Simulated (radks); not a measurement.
Problem. The rhenium ion Re2+, 73 electrons, occupied as [Kr] 4d10 4f14 5s1.5 5p6 5d5.5 (fractional occupations, a model configuration). All-electron calculation, Dirac Kohn-Sham, revPBE, spin-unpolarised, spherical densities, finite nucleus; open shells are shared between the two j in proportion to 2j + 1; Fermi nuclear charge, rms radius 5.3698 fm. Program: a radial shooting solver on a logarithmic mesh with Libxc functionals. Some entries of the table are withheld. Estimate them.

orbital  occ.  eigenvalue (eV)  <1/r> (bohr^-1)  <r> (bohr)
1s1/2       2        -71553.34            88.72     0.01804
2s1/2       2        -12413.44            21.63     0.07559
2p1/2       2        -11880.65            21.60         (1)
2p3/2       4        -10441.07            18.04         (2)
3s1/2       2        -2888.152            7.943      0.1969
3p1/2       2        -2649.840            7.858      0.1870
3p3/2       4        -2337.207            6.936      0.2019
3d3/2       4        -1936.331            6.831      0.1765
3d5/2       6        -1868.465            6.614      0.1811
4s1/2       2        -617.5701            3.341      0.4405
4p1/2       2        -518.0398            3.231      0.4450
4p3/2       4        -445.1313            2.911      0.4783
4d3/2       4        -281.5717            2.699      0.4933
4d5/2       6        -268.0946            2.623      0.5046
5s1/2     1.5        -103.0213            1.309       1.034
5p1/2       2         -72.8243            1.181       1.132
4f5/2       6         -62.2048            2.183         (3)
5p3/2       4         -61.7236            1.068       1.231
4f7/2       8         -59.6860            2.152         (4)
5d3/2     2.2         -22.6266           0.7563       1.720
5d5/2     3.3         -21.5982           0.7310       1.775
6s1/2       0         -20.1227              (5)       2.698
6p1/2       0         -14.2668           0.3891       3.243
6p3/2       0         -13.0978           0.3590       3.492

Solution. 
(1) 2p1/2 <r> (bohr): 0.06246
(2) 2p3/2 <r> (bohr): 0.07054
(3) 4f5/2 <r> (bohr): 0.5745
(4) 4f7/2 <r> (bohr): 0.5831
(5) 6s1/2 <1/r> (bohr^-1): 0.4726
